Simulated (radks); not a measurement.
The chlorine anion Cl-, [Ar], held by a Watson sphere: a shell of charge +1 at radius R that stands for the Madelung well of a crystal (potential energy -1/R inside, -1/r outside, in hartree with lengths in bohr). Calculated with a radial shooting solver on a logarithmic mesh with Libxc functionals: non-relativistic Kohn-Sham, PBE, spin-unpolarised, spherical densities, point nucleus. Response by self-consistent Sternheimer equations with the Hartree and adiabatic LDA kernel. The sphere does not respond.

R (bohr)  e(2p) (eV)  e(3s) (eV)  e(3p) (eV)  <r> 3p (bohr)  sum of <r^2> (bohr^2)  X-ray form factor at sin(theta)/lambda = 0.2 1/angstrom  alpha (bohr^3)
2.07         -189.60     -20.604      -8.954          1.879                  32.92                                                   12.198           18.02
2.21         -189.53     -20.321      -8.734          1.896                  33.47                                                   12.162           18.90
3.28         -188.54     -18.438      -7.031          1.986                  36.65                                                   12.027           26.45
3.6          -188.18     -17.976      -6.577          2.003                  37.30                                                   12.014           28.73
4.02         -187.72     -17.434      -6.038          2.019                  37.98                                                   12.005           31.58
4.3          -187.43     -17.109      -5.712          2.028                  38.35                                                   12.002           33.36
4.38         -187.35     -17.022      -5.624          2.030                  38.45                                                   12.001           33.86
